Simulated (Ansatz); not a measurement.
Cost and result for the atomization energy of C$_{2}$HCl$_{2}$Ga (`C#[C][Ga]([Cl])[Cl]`) (6 atoms, 5 bonds).

Charge 0, multiplicity 1. Correlated methods include outer-core shells of Ga, which these sets cover unevenly. Scalar relativity is left out up to krypton. The structure was optimised at the PBE0-D4/def2-TZVP level. Program: Ansatz. All runs use 4 threads of an Arm Neoverse V2 on a shared host. Times are those of one run each, without the atoms' runs, and a repeat can differ threefold. Electronic energies, without spin–orbit coupling; frozen cores. CCSD(T)/CBS adds CCSD(T) − MP2 in def2-TZVPP to the MP2 limit, and its time is that of the two runs behind it. T1 = 0.012. With those shells the extrapolation isn't a true limit.

CCSD(T)/CBS is a level of theory with its own doubt, some kJ/mol a heavy atom from the limit and from the frozen cores, so smaller differences don't rank the functionals.

| level | functions | wall time |
| --- | --- | --- |
| revPBE-D4/def2-TZVPP | 208 | 1.4 s |
| BLYP-D4/def2-TZVPP | 208 | 1.6 s |
| PBE-D4/def2-TZVPP (with forces) | 208 | 1.6 s |
| PBE0-D4/def2-TZVPP | 208 | 2.1 s |
| BHLYP-D4/def2-TZVPP | 208 | 2.4 s |
| CCSD(T)/def2-SVP | 101 | 2.9 s |
| r2SCAN-D4/def2-TZVPP (with forces) | 208 | 3.2 s |
| B2PLYP/def2-TZVPP | 208 | 3.5 s |
| ωB97X-V/def2-TZVPP | 208 | 5.5 s |
| ωB97M-V/def2-TZVPP (with forces) | 208 | 8 s |
| MP2/def2-QZVPP | 373 | 10 s |
| CCSD(T)/def2-TZVPP | 208 | 58 s |
| CCSD(T)/CBS(def2) | – | 68 s |

Q: What atomization energy does each give, and how far from CCSD(T)/CBS? (An estimate is asked.)

A: Computed: 
| level | atomization (kcal/mol) | difference from CCSD(T)/CBS | per bond |
| --- | --- | --- | --- |
| revPBE-D4/def2-TZVPP | 539.7 | -3.9 | -0.8 |
| BLYP-D4/def2-TZVPP | 533.3 | -10.3 | -2.1 |
| PBE-D4/def2-TZVPP (with forces) | 557.7 | 14.1 | 2.8 |
| PBE0-D4/def2-TZVPP | 546.3 | 2.7 | 0.5 |
| BHLYP-D4/def2-TZVPP | 517.2 | -26.4 | -5.3 |
| CCSD(T)/def2-SVP | 515.7 | -27.9 | -5.6 |
| r2SCAN-D4/def2-TZVPP (with forces) | 547.2 | 3.6 | 0.7 |
| B2PLYP/def2-TZVPP | 535.6 | -8.0 | -1.6 |
| ωB97X-V/def2-TZVPP | 542.3 | -1.3 | -0.3 |
| ωB97M-V/def2-TZVPP (with forces) | 542.6 | -1.0 | -0.2 |
| MP2/def2-QZVPP | 563.7 | 20.1 | 4.0 |
| CCSD(T)/def2-TZVPP | 530.7 | -12.9 | -2.6 |
| CCSD(T)/CBS(def2) | 543.6 | 0.0 | 0.0 |

Leaving LDA and LC-ωPBE aside and taking each functional with its dispersion term where it has one, the values spread over 40.5 kcal/mol, from BHLYP-D4 to PBE-D4. LDA lies +72.1 kcal/mol from PBE without D4, its usual overbinding. From BLYP to BHLYP (50 % exact exchange), in def2-TZVPP and without D4, the atomization energy moves by −13.5 kcal/mol: exact exchange takes away binding that semilocal exchange gives to molecules. In def2-TZVPP, CCSD(T) changes the Hartree–Fock value by +135.1 kcal/mol (the triples alone add +13.5 kcal/mol) and MP2 by +160.7 kcal/mol; breaking electron pairs costs correlation energy, which Hartree–Fock lacks.
